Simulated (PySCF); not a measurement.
## Selenium: a sound run and one with changed settings

Sound run: Se⁺ [Ar] 3d10 4s2 4p3, Se²⁺ [Ar] 3d10 4s2 4p2. Calculation: PySCF 2.14, in 6-31G*; no relativity, point nucleus. In the sound run the correlated levels freeze [Ar] 3d10. The sound run starts from symmetry-adapted Hartree-Fock orbitals and uses a fine grid where one is needed.

Changed run: all electrons correlated in a basis built for the valence shell.

```
species  method  sound run (hartree)  changed run (hartree)  converged
    Se⁺     MP2          -2399.26649            -2399.43972        yes
   Se²⁺     MP2          -2398.48662            -2398.65896        yes
```

Ionisation energy of Se⁺:

```tsv
method	sound run (eV)	changed run (eV)
UHF	20.889	20.889
MP2	21.221	21.246
SCS-MP2	21.103	21.114
```

A valence basis has no tight correlating functions, so it recovers only part of the core correlation, and not evenly between atom and ion.

For comparison, NIST gives 21.196 ± 0.01 eV between the lowest levels.
